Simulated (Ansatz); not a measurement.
Method: Ansatz (an electronic-structure program) with frozen-core CCSD(T)/cc-pVTZ // ωB97X-D3(BJ)/def2-TZVP.

Ansatz 0.2 input:
```yaml
crystal:
  periodic: [false, false, false]
  atoms:
    - { symbol: C, position_ang: [-1.389327, 0.018679, 0.117628] }
    - { symbol: B, position_ang: [0.039575, 0.170944, 0.710361] }
    - { symbol: C, position_ang: [1.402362, -0.000944, -0.017359] }
    - { symbol: H, position_ang: [-1.436021, 0.276017, -0.948569] }
    - { symbol: H, position_ang: [-1.625023, -1.054017, 0.192019] }
    - { symbol: H, position_ang: [-2.174816, 0.551718, 0.655912] }
    - { symbol: H, position_ang: [1.353181, -0.715623, -0.849208] }
    - { symbol: H, position_ang: [2.245226, -0.251297, 0.629034] }
    - { symbol: H, position_ang: [1.623855, 0.982092, -0.460472] }
basis:
  gaussian: { orbitals: cc-pVTZ }
correlation:
  method: ccsd_t
magnetization:
  spin_polarized: true
  initial_magnetization: 1
```

Output:

```
Functional definition: HF
965 factors; integrals over basis functions are off by at most 1.0e-3 eV
mean field evaluation 1: about -2823.9168 eV, gradient 2.3e1 eV
mean field evaluation 2: about -2823.9162 eV, gradient 2.3e1 eV
mean field evaluation 4: about -2827.0157 eV, gradient 2.5e0 eV
mean field evaluation 8: about -2827.1090 eV, gradient 1.3e-3 eV
mean field evaluation 16: about -2827.1107 eV, gradient 2.4e-1 eV
mean field evaluation 32: about -2825.0840 eV, gradient 2.4e0 eV
mean field -2827.10899569 eV, -103.8943393083 hartree, gradient 2.1e-6 eV, S^2 0.753709; 1 other end points of the search recorded, 0 dependent functions left out
determinant -2827.10899569 eV, -103.8943393083 hartree, with singles and doubles -2840.13968327 eV, -104.3732082443 hartree
determinant -2825.16204862 eV, -103.8227903231 hartree, with singles and doubles -2838.37807828 eV, -104.3084704550 hartree
3 core orbitals not correlated
reference -2827.10899569 eV, -103.8943393083 hartree; 9, 8 occupied and 162, 163 virtual orbitals, 965 factors
second order -11.77836652 eV of doubles, -0.00000000 eV of singles
cycle   1  -12.80437845 eV  change    -1.0e0 eV  update   2.3e-2
cycle   2  -12.83297633 eV  change   -2.9e-2 eV  update   5.7e-3
cycle   3  -12.83421005 eV  change   -1.2e-3 eV  update   2.5e-3
cycle   4  -12.83503741 eV  change   -8.3e-4 eV  update   9.4e-4
cycle   5  -12.83525278 eV  change   -2.2e-4 eV  update   4.0e-4
cycle   6  -12.83531063 eV  change   -5.8e-5 eV  update   1.3e-4
cycle   7  -12.83534573 eV  change   -3.5e-5 eV  update   4.4e-5
cycle   8  -12.83534301 eV  change    2.7e-6 eV  update   1.6e-5
perturbative correction -0.47022971 eV, -0.0172806231 hartree
Total energy: -2840.41456840 eV, -104.3833100867 hartree
```

Cost: very roughly 3 core-minutes.
